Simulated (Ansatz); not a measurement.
A nudged elastic band was laid between two geometries of BH₃LiNS (7 atoms, charge 0, multiplicity 1).

All numbers below come from RKS B3LYP/def2-SVPD in Ansatz.

- movable images: 7
- climbing image: yes
- spring: 5.0 eV/Å²
- optimiser: quadratic models (default)
- start path: through a guess of the saddle point
- force threshold: 0.05 eV/Å
- iteration limit: 60
- end points: relaxed

Initial state:

```xyz
7
Properties=species:S:1:pos:R:3
Li -2.227 -0.146 1.075
B -0.272 -0.019 0.125
N 1.000 0.178 0.714
S -0.106 -0.175 -1.744
H 1.878 0.228 0.202
H 1.125 0.285 1.710
H -1.400 -0.351 -2.082
```

Final state:

```xyz
7
Properties=species:S:1:pos:R:3
Li -2.227 -0.146 1.075
B -0.272 -0.018 0.125
N 1.000 0.178 0.714
S -0.105 -0.178 -1.744
H 1.125 0.286 1.709
H 1.878 0.227 0.202
H -1.399 -0.349 -2.082
```

Question: Which bonds break or form, and what moves?

Answer: No bond is made or broken. The dihedral S4–B2–N3–H5 goes from 0 to 180°. The two ends are copies of one structure, up to a mirror image or an exchange of like atoms.

Question: What energy profile does the band end with?

Answer: The run converged. The highest image is number 4 of 0 to 8, 0.92 eV above the ends, which have the same energy within 2 meV. A vibrational analysis at the climbing image gives one clearly imaginary mode, 518i cm⁻¹: a first-order saddle point.

| image | path coordinate (Å) | energy (eV) | dihedral S4–B2–N3–H5 (°) |
| --- | --- | --- | --- |
| 0 | 0.00 | 0.00 | 0 |
| 1 | 0.45 | 0.10 | 16 |
| 2 | 0.91 | 0.40 | 48 |
| 3 | 1.36 | 0.77 | 89 |
| 4 | 1.82 | 0.92 | 121 |
| 5 | 2.27 | 0.77 | 143 |
| 6 | 2.73 | 0.40 | 156 |
| 7 | 3.18 | 0.10 | 168 |
| 8 | 3.64 | 0.00 | 180 |

Question: What is the geometry of the highest image?

Answer: 
```xyz
7
Properties=species:S:1:pos:R:3
Li -2.163 0.310 1.008
B -0.203 0.010 0.034
N 1.196 0.141 0.530
S -0.134 -0.497 -1.741
H 1.387 1.080 0.876
H 1.372 -0.476 1.322
H -1.455 -0.568 -2.029
```

Question: What are the harmonic wavenumbers there?

Answer: 518i, 150, 275, 305, 458, 493, 614, 729, 850, 858, 1040, 1544, 2655, 3508, 3575 cm⁻¹.

Run time: 2.8 min on 2 threads of Arm Neoverse V1, with other jobs on the host, peak memory 0.21 GiB.
